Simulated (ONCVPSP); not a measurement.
**Configuration tests for La (ONCV)**

| Property | Result |
| --- | --- |
| Element | lanthanum |
| Generator | ONCVPSP 4.0.1 |
| Type | optimised norm-conserving Vanderbilt (ONCV) |
| Functional | PBE |
| Relativity | scalar-relativistic |
| Frozen core | [Kr] 4d10 |
| Valence charge | 11 |
| Reference configuration | 5s2 5p6 (charge +3) |
| Partial waves | 5s: rc 2.20 bohr, ncon 4, nbas 8, qcut 4.7 1/bohr, 2 projectors, debl 0.5 Ha; 5p: rc 2.25 bohr, ncon 4, nbas 9, qcut 7.3 1/bohr, 2 projectors, debl 1.7 Ha; d scattering state at 0.38 Ha: rc 2.15 bohr, ncon 4, nbas 8, qcut 5.3 1/bohr, 1 projector; f scattering state at 0.35 Ha: rc 2.35 bohr, ncon 5, nbas 8, qcut 4.1 1/bohr, 2 projectors, debl 3.1 Ha |
| Local potential | polynomial inside 1.60 bohr (lpopt 5, dvloc0 0 Ha) |
| Core correction | polynomial model core, fcfact 0.2 |

In the s channel the program set the typed energies aside and used -2.266, 0.050 Ha. In the d channel the program set the typed energies aside and used 0.050 Ha. In the f channel the program set the typed energies aside and used -1.004, 2.096 Ha.

Energies are relative to the spin-unpolarised reference configuration 5s2 5p6; without spin polarisation the order of configurations can differ from experiment.

```tsv
valence configuration	charge	ΔE all-electron (eV)	error AE − PS (meV)
5s2 5p6 5d1 6s1	+1	-29.838	+213
5s2 5p5 5d1 6s2	+1	-8.832	+204
```

Question: What are ΔE and the potential's error for 5s2 5p6 5d1?

Answer: ΔE = -18.950 eV all-electron; the error (AE − PS) is +225 meV.

Question: What are ΔE and the potential's error for 5s2 5p6 5d1 6s2?

Answer: ΔE = -35.804 eV all-electron; the error (AE − PS) is +195 meV.

Note: no bound ghost flagged; GHOST(+) flagged for s at 36.7 eV.
